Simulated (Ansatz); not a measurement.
Two isomers of FH4OSi2: A = `F[SiH2]O[SiH2]`•, B = `O[SiH](F)[SiH2]`•.

Isolated molecules relaxed with PBE0-D4/def2-TZVP in Ansatz; ΔE leaves out vibrations. CCSD(T)/CBS is the MP2 limit (def2-TZVPP, def2-QZVPP) plus CCSD(T) − MP2 in def2-TZVPP, frozen cores. DFT in def2-TZVPP. B3LYP here is the variant with VWN-RPA as its local correlation; programs differ in this. No spin–orbit coupling; open shells (•) take unrestricted orbitals. One conformer a species, not always the lowest.

A:

Z-matrix (Å, degrees):
```
Si
O 1 1.620
F 1 1.594 2 109.5
H 1 1.479 2 110.3 3 117.7
H 1 1.476 2 108.6 3 -117.6
Si 2 1.643 1 148.7 3 -56.6
H 6 1.493 2 109.7 1 -38.9
H 6 1.489 2 107.6 1 -159.3
```

B:

```xyz
8

O     0.204   -0.475   -1.742
Si    0.115   -0.861   -0.155
F     1.543   -1.366    0.366
Si   -0.480    0.901    1.253
H     0.670    0.323   -1.996
H    -0.826   -1.999   -0.091
H    -1.791    1.531    0.937
H     0.565    1.946    1.429
```

Which isomer does CCSD(T)/CBS put lower? Give the gap. (Best estimate.)

The calculation gave: A, by 92.2 kJ/mol.

Give E(B) − E(A) in kJ/mol with CCSD(T)/def2-SVP, BLYP-D4, B2PLYP, B3LYP-D4, HF/def2-TZVPP, MP2/def2-TZVPP, PBE0-D4. (Estimate.)

Computed: CCSD(T)/def2-SVP 89.2, BLYP-D4 88.7, B2PLYP 98.7, B3LYP-D4 94.1, HF/def2-TZVPP 123.2, MP2/def2-TZVPP 102.0, PBE0-D4 75.7. None reverses the order clearly.

Does the order hold for the free energy at 298.15 K (harmonic terms from PBE0-D4)? (Estimate.)

Computed: Yes: G(B) − G(A) = +98.4 kJ/mol, for one conformer each. Modes under 60 cm⁻¹, often nearly free rotors, make the harmonic entropy too high.

Largest T1 diagnostic: 0.014.

From PBE to PBE0 (25 % exact exchange), in def2-TZVPP and without D4, E(B) − E(A) moves by +8.6 kJ/mol. Leaving LDA and LC-ωPBE aside and taking each functional with its dispersion term where it has one, the values, not all of them listed here, spread over 38.0 kJ/mol, from PBE-D4 to BHLYP-D4.
